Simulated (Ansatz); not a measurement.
Ansatz (a first-principles code) input (RPA@PBE/cc-pVTZ):

Ansatz 0.2 input:
```yaml
crystal:
  periodic: [false, false, false]
  atoms:
    - {symbol: C, position_ang: [-2.56347192, -0.75486361, -0.35210820]}
    - {symbol: C, position_ang: [-1.64960563, 0.34729727, -0.74950952]}
    - {symbol: C, position_ang: [-0.38021253, 0.60388339, -0.01576454]}
    - {symbol: C, position_ang: [0.72185528, -0.41519583, -0.34772363]}
    - {symbol: C, position_ang: [2.01706677, -0.19491245, 0.38462161]}
    - {symbol: O, position_ang: [2.21817350, 0.67914153, 1.18692741]}
    - {symbol: H, position_ang: [-2.65184070, -0.82622487, 0.73686256]}
    - {symbol: H, position_ang: [-2.20839018, -1.73923408, -0.69669777]}
    - {symbol: H, position_ang: [-3.56394599, -0.62384801, -0.76791236]}
    - {symbol: H, position_ang: [-1.81098845, 0.84246772, -1.69953777]}
    - {symbol: H, position_ang: [-0.55232566, 0.57115415, 1.06509460]}
    - {symbol: H, position_ang: [-0.00091591, 1.60363482, -0.23536377]}
    - {symbol: H, position_ang: [0.39774847, -1.43957449, -0.12614673]}
    - {symbol: H, position_ang: [0.95040437, -0.41837665, -1.42074396]}
    - {symbol: H, position_ang: [2.82107419, -0.92038363, 0.13193175]}
basis:
  gaussian:
    orbitals: cc-pVTZ
hamiltonian:
  xc: pbe
magnetization: {spin_polarized: true, initial_magnetization: 1}
correlation: {method: rpa, electrons: outside_noble_gas}
```

Output:

```
Functional definition: PBE
integrals: 0.91 GiB planned
1740 factors; integrals over basis functions are off by at most 1.1e-3 eV
0.40 GiB of the device are held for the grids
1.55 GiB of device memory are held for the factors and their scratch space
mean field: 2.14 GiB planned
mean field evaluation 1: about -7353.8859 eV, gradient 6.0e1 eV
mean field evaluation 2: about -7353.8713 eV, gradient 6.0e1 eV
mean field evaluation 4: about -7368.0294 eV, gradient 2.4e1 eV
mean field evaluation 8: about -7370.1620 eV, gradient 1.8e-1 eV
mean field evaluation 16: about -7370.1600 eV, gradient 5.9e-4 eV
mean field evaluation 32: about -7370.1586 eV, gradient 3.5e-1 eV
mean field -7370.16000298 eV, -270.8483844358 hartree, gradient 2.4e-6 eV, S^2 0.753583; 2 other end points of the search recorded, 0 dependent functions left out
6 core orbitals not correlated
reference -7331.43789839 eV, -269.4253733386 hartree; 18, 17 occupied and 282, 283 virtual orbitals, 1740 factors
Total energy: -7378.73636723 eV, -271.1635600084 hartree
```

It need not be the lowest isomer of its formula.
